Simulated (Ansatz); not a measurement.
Single points on the cluster Si₈P⁻.

```yaml
crystal:
  periodic: [false, false, false]
  atoms:
    - {symbol: P, position_ang: [-2.793877, 0.670076, 2.265846]}
    - {symbol: Si, position_ang: [0.701203, -0.692708, 2.042783]}
    - {symbol: Si, position_ang: [-0.764532, -2.347371, 0.804003]}
    - {symbol: Si, position_ang: [-0.336903, -2.258250, 3.441038]}
    - {symbol: Si, position_ang: [-2.088359, -0.274174, 0.231164]}
    - {symbol: Si, position_ang: [0.277153, -0.092209, -0.180513]}
    - {symbol: Si, position_ang: [-0.983671, 0.192380, 3.779990]}
    - {symbol: Si, position_ang: [-2.476701, -1.645507, 2.522440]}
    - {symbol: Si, position_ang: [-0.618513, 1.481063, 1.625849]}
basis:
  gaussian: {orbitals: def2-TZVPD, initial_orbitals: start.molden}
total_charge: -1
hamiltonian: {xc: {name: r2SCAN0}, dispersion: d4}
scf: {omitted_lower_state_checks: [starts]}
output: {orbitals: {seedname: orbitals}}
```

The file start.molden holds the orbitals of an earlier run on this structure, at another level or in another basis.

```sh
$ ansatz run in.yaml --threads 4 --pin off --events-out ev --progress --plain --max-ram 4787MiB
```

It prints (some lines left out):

```
Functional definition: r2SCAN0
2660 factors; their error is unknown
the host lacks memory for fits, so the integrals are decomposed
2361 factors; integrals over basis functions are off by at most 1.2e-3 eV
mean field evaluation 1: about -72306.0258 eV, gradient 1.1e1 eV
mean field evaluation 2: about -72306.1166 eV, gradient 8.8e-2 eV
mean field evaluation 4: about -72306.5737 eV, gradient 4.4e-3 eV
mean field -72306.57371326 eV, -2657.2175728065 hartree, gradient 6.2e-5 eV, S^2 0.000000; 0 other end points of the search recorded, 0 dependent functions left out
reference -72306.57372526 eV, -2657.2175732475 hartree; 64, 64 occupied and 323, 323 virtual orbitals, 2361 factors
Total energy: -72306.84889292 eV, -2657.2276854725 hartree
Checks for a lower state left out: starts
```

Hardware: 4 threads of Intel Xeon on a shared host. Wall time 24 s, peak host memory 2.4 GiB.

First input, but with `hamiltonian: {xc: r2scan, dispersion: d4}` (abridged; 16 s):

```
Functional definition: r2SCAN
mean field -72308.04466333 eV, -2657.2716292245 hartree, gradient 1.6e-5 eV, S^2 0.000000
Total energy: -72308.25409656 eV, -2657.2793257536 hartree
Checks for a lower state left out: starts
```

Geometry: r2SCAN-D4/def2-SVPD.

The restricted singlet is unstable towards broken spin symmetry in Hartree–Fock (as tested in another run); at r2SCAN0-D4/def2-TZVPD, r2SCAN-D4/def2-TZVPD this wasn't settled. The structure comes from a short search, and lower isomers may exist.
